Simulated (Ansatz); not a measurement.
SiCl2(SiMe3)2 (C6H18Cl2Si3). Total charge 0; singlet. Geometry PBE0-D4/def2-SVP; atoms count from 1.

```tsv
atom	x (Å)	y (Å)	z (Å)
Si1	0.3562	0.5394	0.9336
Cl2	-0.7397	1.9738	2.0183
Cl3	2.2165	0.2933	1.8879
Si4	0.8233	1.5207	-1.1422
C5	1.6738	3.1561	-0.7710
C6	1.9584	0.3595	-2.0961
C7	-0.8091	1.7868	-2.0442
H8	1.9284	3.6960	-1.6974
H9	2.6005	2.9845	-0.2018
H10	1.0180	3.7979	-0.1625
H11	2.8616	0.1379	-1.5061
H12	1.4589	-0.5954	-2.3244
H13	2.2749	0.8126	-3.0496
H14	-1.3025	0.8290	-2.2732
H15	-1.4969	2.3853	-1.4263
H16	-0.6518	2.3214	-2.9953
Si17	-0.7946	-1.4829	1.2095
C18	0.1762	-2.8392	0.3345
C19	-0.8767	-1.7879	3.0628
C20	-2.5162	-1.2793	0.4730
H21	-0.2846	-3.8260	0.5037
H22	1.2101	-2.8756	0.7119
H23	0.2166	-2.6672	-0.7527
H24	0.1380	-1.8511	3.4856
H25	-1.4001	-0.9588	3.5637
H26	-1.4087	-2.7255	3.2917
H27	-3.0280	-0.4168	0.9283
H28	-2.4716	-1.1124	-0.6149
H29	-3.1312	-2.1760	0.6532
```

Question: Estimate the Mulliken populations from the PBE0/def2-TZVP orbitals of Ansatz.

Answer: 
```tsv
atom	charge (e)
Si1	0.39
Cl2	-0.26
Cl3	-0.26
Si4	0.21
C5	-0.47
C6	-0.47
C7	-0.47
H8	0.14
H9	0.15
H10	0.15
H11	0.15
H12	0.13
H13	0.14
H14	0.13
H15	0.15
H16	0.14
Si17	0.21
C18	-0.47
C19	-0.47
C20	-0.47
H21	0.14
H22	0.15
H23	0.13
H24	0.15
H25	0.15
H26	0.14
H27	0.15
H28	0.13
H29	0.14
```
Mulliken values and Mayer orders depend strongly on the basis.

Question: And the Mayer bond orders between bonded heavy atoms (over 0.3)?

Answer: Si1–Cl2 1.04 (2.11 Å); Si1–Cl3 1.04 (2.11 Å); Si1–Si4 0.92 (2.34 Å); Si1–Si17 0.92 (2.34 Å); Si4–C5 1.02 (1.88 Å); Si4–C6 0.99 (1.88 Å); Si4–C7 0.99 (1.88 Å); Si17–C18 0.99 (1.88 Å); Si17–C19 1.02 (1.88 Å); Si17–C20 0.99 (1.88 Å).
